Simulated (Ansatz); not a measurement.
```yaml
crystal:
  periodic: [false, false, false]
  atoms:
    - {symbol: O, position_ang: [-0.004651, 0.192782, 1.781769]}
    - {symbol: D, position_ang: [0.600168, -0.458084, 0.394501]}
    - {symbol: B, position_ang: [-0.507847, 0.133934, -1.202562]}
    - {symbol: F, position_ang: [-0.372373, -0.374598, -2.407319]}
    - {symbol: Cl, position_ang: [-1.702967, 1.415959, -1.008930]}
    - {symbol: H, position_ang: [-0.507672, 1.004344, 1.694854]}
    - {symbol: H, position_ang: [2.009889, -0.036324, 0.153864]}
    - {symbol: H, position_ang: [0.577556, -1.935215, 0.538123]}
basis:
  gaussian: {orbitals: def2-TZVPP}
hamiltonian: {xc: {name: BHLYP}, dispersion: d3bjatm}
scf: {lower_state_search: light}
output: {forces: true}
```

```sh
$ ansatz run in.yaml --threads 2 --pin off --events-out ev --progress --plain --max-ram 4352MiB
```

Output, abridged:

```
Error: YAML parse error: error: line 5 column 16: `D` is not an element symbol (H … Og, case-exact)
 --> <input>:5:16
3 |   atoms:
4 |     - {symbol: O, position_ang: [-0.004651, 0.192782, 1.781769]}
5 |     - {symbol: D, position_ang: [0.600168, -0.458084, 0.394501]}
6 |     - {symbol: B, position_ang: [-0.507847, 0.133934, -1.202562]}
7 |     - {symbol: F, position_ang: [-0.372373, -0.374598, -2.407319]}
```

Something in this input is off. What?

An element symbol is wrong. The input was rejected before any iteration.
